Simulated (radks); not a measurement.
The carbon ion C2+ inside a hard spherical wall (all orbitals vanish at R), configuration held at [He] 2s2 and not refilled when levels cross. All-electron calculation, scalar-relativistic Kohn-Sham, PBE, spin-polarised, spherical densities, point nucleus. Program: a radial shooting solver on a logarithmic mesh with Libxc functionals. Eigenvalues in eV for spin up, with the zero of energy where the potential of the charges vanishes at infinity; a dash marks a level that is unbound or too diffuse for the functional's potential to be trusted. A positive occupied level is held by the wall or, in an anion where self-interaction has pushed it up, behind a barrier. The pressure on the wall is -dE/dV.

R (bohr)  E (hartree)  kinetic (hartree)    e(1s)    e(2s)  e(2p, empty)  e(3s, empty)  pressure (GPa)
free        -36.47795             36.424  -308.54  -40.379       -31.765             -               0
20          -36.47795             36.424  -308.54  -40.379       -31.765             -        < 0.0001
15          -36.47795             36.424  -308.54  -40.379       -31.765             -        < 0.0001
12          -36.47795             36.424  -308.54  -40.379       -31.765             -        < 0.0001
10          -36.47795             36.424  -308.54  -40.379       -31.765             -        < 0.0001
2           -35.57005             40.022  -296.45  -23.407       -16.302        112.15            1320
1.5         -33.19741             46.388  -281.97   14.038        11.263        271.17            9200
